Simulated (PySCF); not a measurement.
## Polarisability and C₆ of Fe²⁺ (iron, charge +2)

[Ar] 3d6, high-spin 5D determinant. Calculation: PySCF 2.14, in def2-TZVPPD; the non-relativistic Hamiltonian (point nucleus). Coupled (time-dependent) response in atomic units; α is the mean over directions.

```csv
method,mean α (bohr³),"α xx, yy, zz",C₆ (like pair),S(−4)
UHF,2.576,"2.753, 2.753, 2.221",6.597,4.319
PBE,3.192,"3.431, 3.431, 2.714",7.892,9.076
PBE0,2.965,"3.180, 3.180, 2.534",7.438,7.001
r2SCAN0,2.888,"3.104, 3.104, 2.457",7.372,6.142
```

S(−4) is the Cauchy moment in α(ω) = α(0) + S(−4) ω² + …

α(iu) at r2SCAN0:

| u (hartree) | α(iu) (bohr³) |
| --- | --- |
| 0 | 2.888 |
| 0.0500 | 2.873 |
| 0.100 | 2.829 |
| 0.200 | 2.676 |
| 0.300 | 2.477 |
| 0.500 | 2.092 |
| 0.750 | 1.738 |
| 1.00 | 1.498 |
| 1.50 | 1.183 |
| 2.00 | 0.9653 |
| 3.00 | 0.6638 |
| 5.00 | 0.3488 |

A single London oscillator, α(iu) = α/(1 + u²/ω²), gives C₆ = (3/4) ω α². Matching the computed C₆ needs ω = 4 × 7.372 / (3 × 2.888²) = 1.18 hartree.

For an ion, C₆ is the dispersion term alone; charge-induced terms of lower order in 1/R come first.

The components differ because the open shell of this determinant is not spherical; for a pure term their mean is the scalar polarisability.
